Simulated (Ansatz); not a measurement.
Abridged output of a molecular run in Ansatz:

```
Functional definition: HF
1391 factors; integrals over basis functions are off by at most 1.1e-3 eV
mean field evaluation 1: about -61988.7256 eV, gradient 3.4e1 eV
mean field evaluation 2: about -61988.9398 eV, gradient 3.4e1 eV
mean field evaluation 4: about -61992.3797 eV, gradient 4.0e0 eV
mean field evaluation 8: about -61992.4431 eV, gradient 3.1e-1 eV
mean field -61992.44380909 eV, -2278.1802899964 hartree, gradient 9.4e-6 eV, S^2 0.000000; 0 other end points of the search recorded, 0 dependent functions left out
16 core orbitals not correlated: weight in the atoms' cores, before any rotation towards them, 1.000 or more for the frozen orbitals, at most 0.000 for the correlated occupied ones
reference -61992.44380909 eV, -2278.1802899964 hartree; 15, 15 occupied and 205, 205 virtual orbitals, 1391 factors
second order -17.59868557 eV of doubles, -0.00000000 eV of singles
cycle   1  -17.78375918 eV  change   -1.9e-1 eV  update   1.1e-1
cycle   2  -18.39761756 eV  change   -6.1e-1 eV  update   3.5e-2
cycle   3  -18.49203057 eV  change   -9.4e-2 eV  update   1.7e-2
cycle   4  -18.48616724 eV  change    5.9e-3 eV  update   4.2e-3
cycle   5  -18.48445852 eV  change    1.7e-3 eV  update   1.9e-3
cycle   6  -18.48431011 eV  change    1.5e-4 eV  update   6.2e-4
cycle   7  -18.48422986 eV  change    8.0e-5 eV  update   2.8e-4
cycle   8  -18.48428157 eV  change   -5.2e-5 eV  update   1.0e-4
cycle   9  -18.48431500 eV  change   -3.3e-5 eV  update   3.9e-5
cycle  10  -18.48429102 eV  change    2.4e-5 eV  update   1.6e-5
perturbative correction -0.89941034 eV, -0.0330527202 hartree
Total energy: -62011.82751044 eV, -2278.8926278825 hartree
```

Its atoms:

```xyz
10

B     0.639   -1.375    0.467
Si    0.177   -0.505   -1.148
C    -0.934    0.913   -0.640
Ga    0.204    0.676    1.000
H     1.406   -2.234    0.760
H    -0.271   -1.182    1.323
H     1.040   -0.319   -2.349
H    -1.993    0.685   -0.541
H    -0.797    1.864   -1.154
H     0.528    1.476    2.283
```

Problem. Which basis set was used?
A. def2-TZVPP
B. def2-TZVPPD
C. cc-pV(Q+d)Z
D. def2-QZVPP

Solution. A. It gives 236 functions.

Problem. Write the keys of the input that set method, charge and spin (a neutral closed shell needs none for the last two).

Solution. 
```yaml
correlation: {method: ccsd_t}
```
